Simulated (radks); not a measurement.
Results of a calculation; reference values are marked as such.
Numerical settings for the promethium ion Pm3+, [Xe] 4f4. Code: a radial shooting solver on a logarithmic mesh with Libxc functionals. Model: scalar-relativistic Kohn-Sham, LDA (Slater exchange, Perdew-Wang correlation), spin-unpolarised, spherical densities, point nucleus. The defaults (mesh step 0.008 in ln r, mesh end at 40 bohr or more with all orbitals vanishing there, Anderson mixing 0.5 over 9 steps, residual threshold near 1e-9 with the energy settled to 1e-9 hartree or 1e-11 of itself, here a cap of 84 iterations) give E = -10012.0200 hartree and 4f at -31.988 eV in 14 iterations. Run on one thread of a shared host, so times are rough (Arm Neoverse N1): 0.18 s of CPU time, 0.18 s wall, 14 iterations on 2501 mesh points. Changes against that run (0 stands for a change within the tolerance of the run):

setting                    iterations         converged  E (mhartree)  e(4f) (meV)  CPU (s)
mesh step in ln r 0.012            14               yes             0            0     0.12
mesh step in ln r 0.2               2                no      diverged            -     0.02
mesh step in ln r 0.12              4                no      diverged            -     0.01
mesh end (bohr) 1                  13  level above zero     +2.39e+05    +3.31e+05     0.12
mesh end (bohr) 400                14               yes             0            0     0.18
residual threshold 1e-05           10               yes             0       +0.172     0.14
residual threshold 0.1              8               yes      +0.00817       +0.873     0.12
mixing 0.05                        19               yes             0            0     0.23
linear mixing, mixing 1            84                no     +5.41e+04     +2.4e+04      1.7
linear mixing, mixing 0.5          30               yes             0            0     0.29
mixing history 20                  17               yes             0            0      0.2
iteration cap 5                     5                no         +3.31         -427     0.07

Settled on a wrong energy, with an occupied level pushed above zero by the early mesh end: mesh end (bohr) 1 (+239 hartree). Apart from these: no run marked as converged misses the energy by more than 1 mhartree. A mesh that ends early acts as a hard wall.
